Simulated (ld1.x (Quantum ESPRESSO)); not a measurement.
chromium (Cr), PAW: configuration errors across variants

Cr, PAW, made with ld1.x (Quantum ESPRESSO) 7.5 (PBE, fully relativistic). Core [Ne], reference 3s2 3p6 3d5.5 4s0.5 4p0. Waves: 3s (bound): rcut 1.45, rcutus 1.75 bohr; 4s (bound): rcut 1.45, rcutus 1.75 bohr; 3p (bound): rcut 1.35, rcutus 1.40 bohr; 4p (bound, empty): rcut 1.35, rcutus 1.40 bohr; 3d (bound): rcut 2.05, rcutus 2.45 bohr; 3d channel at 2.3 Ry: rcut 2.05, rcutus 2.45 bohr. Local part: all-electron potential smoothed inside 1.55 bohr (lloc = -1). Core correction: a·sin(br)/r model core inside 0.95 bohr. Augmentation charge: PSQ, inside the norm-conserving radii.

Open shells are filled in proportion to 2j + 1 (rel_dist='average').

All-electron excitation energies from the reference (eV): (1) 3s2 3p6 3d5 4s1 4p0 -0.726; (2) 3s2 3p6 3d5 4s0 4p0 6.175; (3) 3s2 3p6 3d4 4s0 4p0 22.228; (4) 3s2 3p6 3d4 4s2 4p0 -0.826; (5) 3s2 3p6 3d4 4s1 4p0 7.261; (6) 3s2 3p6 3d4 4s1 4p1 2.780; (7) 3s2 3p5 3d5 4s1 4p0 50.794.

On the changes marked as counting shells twice: ld1.x takes every shell without a wave as core, so the model core holds the marked electrons as well and exchange and correlation see them twice. This cancels in the reference configuration, but the file is broken for other ones, and its errors say nothing about a proper core correction.

Tests that are not counted but printed errors over 1 eV. “type RRKJ; waves now 3s (bound): rc 1.75 bohr; 3p (bound): rc 1.40 bohr; 3d (bound): rc 2.45 bohr; local potential the d channel; rho0 0.01 (4s counted twice)”: all (the test run did not reproduce the reference configuration, from which every error is measured).

2 further variants failed, have other tests or another functional or relativity, and are left out.

The file “type RRKJ; waves now 3s (bound): rc 1.75 bohr; 3p (bound): rc 1.40 bohr; 3d (bound): rc 2.45 bohr; local potential the d channel; rho0 0.01 (4s counted twice)” misses its own reference levels by 0.8 eV.

Errors AE − PS in meV (a dash: test not solved or not reliable):

| change | (1) | (2) | (3) | (4) | (5) | (6) | (7) | bound ghosts |
| --- | --- | --- | --- | --- | --- | --- | --- | --- |
| base | +0.2 | -0.4 | +5.4 | +1.9 | +3.5 | +2.9 | +2.0 | not determined |
| waves 3p (bound): rcut 1.34, rcutus 1.42 bohr; 4p (bound): rcut 1.34, rcutus 1.42 bohr | +0.2 | -0.4 | +5.3 | +1.8 | +3.5 | +2.9 | +2.2 | not determined |
| wave 3d channel at 2.3 Ry: rcut 2.05, rcutus 2.45 bohr becomes 3d channel at 1.34 Ry: rcut 2.05, rcutus 2.45 bohr | -0.2 | +0.1 | +0.5 | -4.4 | -2.3 | -3.1 | -14 | not determined |
| type RRKJ; waves now 3s (bound): rc 1.75 bohr; 3p (bound): rc 1.40 bohr; 3d (bound): rc 2.45 bohr; local potential the d channel; rho0 0.01 (4s counted twice) | – | – | – | – | – | – | – | none |
| local potential all-electron potential smoothed inside 1.90 bohr (lloc = -1) | +0.3 | +0.3 | +7.5 | +3.6 | +7.6 | +4.9 | +13 | not determined |
| core correction a·sin(br)/r model core inside 0.70 bohr | +0.2 | -0.4 | +5.4 | +1.9 | +3.5 | +2.9 | +2.1 | not determined |
| augmentation PSQ, radius 1.35 bohr | +0.2 | -0.3 | +5.3 | +1.7 | +3.5 | +2.9 | +1.3 | not determined |
| waves 3s (bound): rcut 1.16, rcutus 1.22 bohr; 4s (bound): rcut 1.16, rcutus 1.22 bohr | +2.8 | -1.3 | +3.0 | +46 | +44 | +37 | +73 | not determined |

(1) Give the same row for: waves 3d (bound): rcut 1.72, rcutus 1.82 bohr; 3d channel at 2.3 Ry: rcut 1.72, rcutus 1.82 bohr.

## Answers

(1) 0.0, 0.0, +1.0, –, –, –, –; bound ghosts: not determined.
